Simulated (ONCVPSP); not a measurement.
**cadmium (Cd), ONCV: configuration errors across variants**

ONCVPSP 4.0.1 input, shortened (lines: element, Z, core and valence counts, functional; n l f; lmax; l rc ep ncon nbas qcut; lloc lpopt rc5 dvloc0; l nproj debl; icmod fcfact rcfact), LDA (Perdew-Wang 92), scalar-relativistic:

```
  Cd 48.00    7    3  -001012      upf
    1    0    2.00
    2    0    2.00
    2    1    6.00
    3    0    2.00
    3    1    6.00
    3    2   10.00
    4    0    2.00
    4    1    6.00
    4    2   10.00
    5    0    2.00
    2
    0    2.35    0.00    4    8    3.20
    1    1.25    0.00    4    7    8.90
    2    1.15    0.00    4    7    9.60
    4    2    0.75    0.00
    0    2    3.60
    1    1    1.10
    2    1    1.20
    3    2.00    1.20
```

All-electron excitation energies from the reference (eV): (1) 4p6 4d10 5s1 9.622; (2) 4p6 4d10 5s0 27.136; (3) 4p6 4d9 5s0 65.397; (4) 4p6 4d9 5s2 5p1 12.603.

A true bound ghost makes a file unfit for plane-wave use even where its test errors are small: the radial tests pick states by their node count and pass the ghost by.

Errors AE − PS in meV (a dash: test not solved or not reliable):

```tsv
change	(1)	(2)	(3)	(4)	bound ghosts	GHOST(+) flags above zero
base	-6.6	-35	+41	+97	s	s
core correction Teter function, fcfact 5.1, rcfact 1.2	-6.6	-35	+41	+97	s	s
core correction Teter function, fcfact 4.25, rcfact 1.2	-6.6	-35	+41	+97	s	s
s: rc 2.86	-7.8	-49	-60	+115	s	s
d: qcut 10	-6.6	-35	+41	+97	s	s
s: debl 0.35	-6.9	-35	+40	+99	s	none
p: qcut 9.5	-6.6	-35	+41	+90	s	s
local potential polynomial inside 0.75 bohr (lpopt 2, dvloc0 9.5 Ha)	-7.0	-35	+39	+73	s	none
```

Task: Give the same row for: s: ncon 5, nbas 9.

Result: -6.7, -35, +52, +95; bound ghosts: s; GHOST(+) flags above zero: s.
